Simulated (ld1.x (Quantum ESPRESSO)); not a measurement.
## Transferability test, TM potential for Dy (Z = 66)

```
Element                 : dysprosium (Dy)
Generator               : ld1.x (Quantum ESPRESSO) 7.5
Type                    : norm-conserving Troullier–Martins (Kleinman–Bylander form)
Functional              : LDA (PZ)
Relativity              : scalar-relativistic
Frozen core             : [Kr] 4d10 5s2
Valence charge          : 18
Reference configuration : 4f10 5p6 5d0 6s1.75 6p0.25
Partial waves           : 6s (bound): rc 2.55 bohr; 5p (bound): rc 2.20 bohr; 5d (bound, empty): rc 2.65 bohr; 4f (bound): rc 1.10 bohr
Local potential         : all-electron potential smoothed inside 2.55 bohr (lloc = -1)
Core correction         : none
```

Occupied shells without a wave of their own: 6p. They enter only through the test configuration that unscreens the potential.

Energies are relative to the spin-unpolarised reference configuration 4f10 5p6 5d0 6s1.75 6p0.25; without spin polarisation the order of configurations can differ from experiment. Spin-polarised rows fill each open shell by Hund’s rule, majority spin first. Not all tests gave a result: 3 of 9 tests not solved or not reliable. Left out of the table: 4f10 5p6 5d0 6s2 6p0 (solver errors, printed error -2.2 meV); 4f10 5p6 5d0 6s1.5 6p0 (solver errors, printed error -4.8 meV); 4f10 5p6 5d0 6s2 6p0 (spin-polarised) (solver errors, printed error +4.0 eV).

Give the all-electron excitation energy and the error of the potential for: 4f10 5p6 5d0 6s1 6p0; 4f10 5p6 5d0 6s0 6p0; 4f10 5p5 5d0 6s2 6p0; 4f11 5p6 5d0 6s0 6p0; 4f10 5p6 5d0 6s0 6p2; 4f10 5p6 5d0 6s1.75 6p0.25 (spin-polarised).

```csv
valence configuration,charge,ΔE all-electron (eV),error AE − PS (meV)
4f10 5p6 5d0 6s1 6p0,+1,5.775,-9.7
4f10 5p6 5d0 6s0 6p0,+2,17.651,-13
4f10 5p5 5d0 6s2 6p0,+1,30.114,-187
4f11 5p6 5d0 6s0 6p0,+1,7.490,-292
4f10 5p6 5d0 6s0 6p2,0,5.092,+19
4f10 5p6 5d0 6s1.75 6p0.25 (spin-polarised),0,-2.771,+3799
```

The 6p level has no wave, so the channel is fitted at the deeper level alone: the likely source of the large errors.

Note: ghost state, extra bound levels that the all-electron valence spectrum of the same l lacks: s at -13.7 eV. A true bound ghost makes a file unfit for plane-wave use.
